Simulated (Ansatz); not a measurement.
One change: `OB1O[SiH2]1` becomes `C[SiH]1OB1O`.

Ansatz, PBE0-D4/def2-TZVP geometries, multiplicity 1. Each molecule was computed in one conformer, which needn't be the lowest.

| property | `OB1O[SiH2]1` |
| --- | --- |
| LUMO energy (PBE/def2-TZVPP) / eV | -1.61 |
| HOMO energy (ωB97M-V/def2-TZVPP) / eV | -9.21 |
| LUMO energy (ωB97M-V/def2-TZVPP) / eV | 0.97 |
| HOMO–LUMO gap (B3LYP/def2-TZVPP) / eV | 5.87 |
| HOMO energy (B3LYP/def2-TZVPP) / eV | -6.88 |
| HOMO–LUMO gap (PBE0/def2-TZVPP) / eV | 6.29 |

(1) Give the same properties after the change, and the shifts. (Estimate.)

Results:

(1) The calculation gave: 
| property | `C[SiH]1OB1O` | shift |
| --- | --- | --- |
| LUMO energy (PBE/def2-TZVPP) / eV | -1.14 | 0.47 |
| HOMO energy (ωB97M-V/def2-TZVPP) / eV | -9.03 | 0.18 |
| LUMO energy (ωB97M-V/def2-TZVPP) / eV | 1.42 | 0.45 |
| HOMO–LUMO gap (B3LYP/def2-TZVPP) / eV | 6.16 | 0.29 |
| HOMO energy (B3LYP/def2-TZVPP) / eV | -6.69 | 0.19 |
| HOMO–LUMO gap (PBE0/def2-TZVPP) / eV | 6.59 | 0.30 |

With PBE0 the HOMO rises by 0.20 eV and the LUMO rises by 0.50 eV, so the gap widens by about 0.30 eV. PBE moves the HOMO by 0.19 eV and ωB97M-V by 0.18 eV.

B3LYP here is the variant with VWN-RPA as its local correlation; programs differ in this.
